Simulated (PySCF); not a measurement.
KBi⁻: one state, many levels of theory

State: ⁴Σ⁻ (quartet), unpaired electrons σ ↑, π ↑↑. Set-up: K def2-SVPD, Bi def2-SVPD with ECP60; scalar-relativistic core potentials (PySCF 2.14). De refers to K + Bi⁻ in their high-spin ground configurations, without counterpoise correction. The functionals are run spin-unrestricted. A positive dipole points towards Bi; it is taken about the centre of mass and depends on that origin.

```
  Level  Re (Å)  ωe (cm⁻¹)  De (eV)  μ (D)
    PBE   3.610       96.4      n/a  10.05
 r²SCAN   3.623       97.6      n/a   9.95
r²SCANh   3.613       98.9      n/a   9.79
   PBE0   3.582        101      n/a   9.89
 M06-2X   3.571       99.4      n/a   8.55
```

The bond length runs from 3.571 Å (M06-2X) to 3.623 Å (r²SCAN).

These are scalar-relativistic numbers at best; spin–orbit coupling would shift them, the dissociation energy most. Counting both spins, an empty level lies below a filled one in some of these solutions, because spin and occupation are held. The highest Kohn–Sham level is positive in this anion. Much of that is self-interaction error, but it also means that the finite basis helps to hold the extra electron. The state is the lowest determinant that a PBE0 search found; another state may lie lower at other levels.
